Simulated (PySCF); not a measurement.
C2H6ClFSi, SMILES CC[SiH](F)Cl. Heavy atoms are numbered as in [SiH:1]([F:2])([Cl:3])[CH2:4][CH3:5]. Hydrogens are named by the atom that carries them.

Geometry optimised at PBE0-D3(BJ)/def2-SVP. The structure was generated by enumeration, and PubChem lists no compound with its InChIKey, so it may never have been made. Other conformers were not sampled.

These are PBE/def2-TZVP in PySCF values and carry that method's errors.

ESP charges are fitted to the potential on shells at 1.4 to 2.0 van der Waals radii. Atomic charges (e), one atom of each kind:

```
atom         IAO  ESP fit
---------  -----  -------
Si1 (SiH)   1.19     0.29
F2         -0.52    -0.19
Cl3            ?    -0.13
C4 (CH2)   -0.58    -0.03
C5 (CH3)   -0.42    -0.31
H on Si1       ?    -0.04
H on C4        ?     0.05
H on C5        ?     0.09
```

**Question.** Complete the blanks. (Estimate from the structure and the level; the computed values follow.)

**Answer.** 
- Cl3, IAO: -0.31
- H on Si1, IAO: -0.14
- H on C4, IAO: 0.16
- H on C5, IAO: 0.15

Computed Mayer and Wiberg (Löwdin basis) orders of the bonds:
```tsv
bond	Mayer	Wiberg
Si1–F2	1.14	1.72
Si1–Cl3	1.17	1.83
Si1–C4	1.02	1.17
C4–C5	1.00	1.32
```
